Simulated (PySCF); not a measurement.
Sn(Cl)(NH2)3 (ClH₆N₃Sn), SMILES [NH2][Sn]([NH2])([NH2])[Cl]. Geometry: PBE-D3(BJ)/def2-SVP. The def2 effective core potentials stand for the cores of Sn; spin–orbit coupling is left out. The values are those of a single conformer.

Level of theory: PBE-D3(BJ)/def2-SVP in PySCF.

Harmonic wavenumbers (cm⁻¹): 88, 89, 148, 148, 151, 164, 164, 236, 336, 527, 547, 547, 655, 655, 667, 831, 856, 856, 1486, 1487, 1487, 3403, 3403, 3403, 3504, 3504, 3504. Rotational constants (GHz): 2.618, 1.612, 1.612; symmetry number 3.

Q: Work out the zero-point energy and the ideal-gas rigid-rotor harmonic-oscillator thermochemistry at 298.15 K and 1 atm.

A: ZPE = ½ Σ hcν = ½ × 32844 cm⁻¹ = 46.95 kcal/mol. H − E(el) = 53.57 kcal/mol. Entropy in cal/(mol K): translation 41.82, rotation 26.06, vibration 26.83, total 94.71. G − E(el) = 25.33 kcal/mol. Cp = 32.91 cal/(mol K). Modes under 150 cm⁻¹ make the vibrational entropy uncertain.
